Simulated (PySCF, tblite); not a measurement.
Isomers of C3H4ClNSi, one GFN2-xTB conformer each. Single-point energies are computed at PBE0/pcSseg-1 (PySCF, gas phase, no added dispersion term), electronic only.

Problem. Rank them by PBE0/pcSseg-1 energy, lowest first (kcal/mol).
A. `[N:1]#[C:2][SiH2:3]/[CH:4]=[CH:5]/[Cl:6]` with C2–Si3–C4–C5 -125°
B. `C=C1C=N[Si@@H]1Cl`

Solution. B (0.0), A (18.4).

As drawn, the lower has a four-membered ring and a C=N bond, which the higher lacks; the higher has a C≡N group, which the lower lacks. GFN2-xTB itself gives, in the same order: 0.0, 29.9. Both levels put the same isomer lowest.

Problem. Which frontier levels, dipoles and rotational constants go with these structures?

Solution. 
```
           SMILES  HOMO (eV, PBE0/pcSseg-1)  LUMO (eV)  dipole (D)       A, B, C (MHz)
C=C1C=N[Si@@H]1Cl                     -7.40      -1.61        2.64    4326, 1732, 1388
 N#C[SiH2]/C=C/Cl                     -8.21      -1.31        3.58  6730, 807.2, 741.2
```

Problem. What happens when harmonic zero-point energies from GFN2-xTB frequencies are added?

Solution. 
| SMILES | ZPE (kcal/mol) | electronic (kcal/mol) | with ZPE (kcal/mol) |
| --- | --- | --- | --- |
| C=C1C=N[Si@@H]1Cl | 38.3 | 0.0 | 0.0 |
| N#C[SiH2]/C=C/Cl | 35.5 | 18.4 | 15.6 |

The zero-point energies span 2.8 kcal/mol. The order is unchanged.
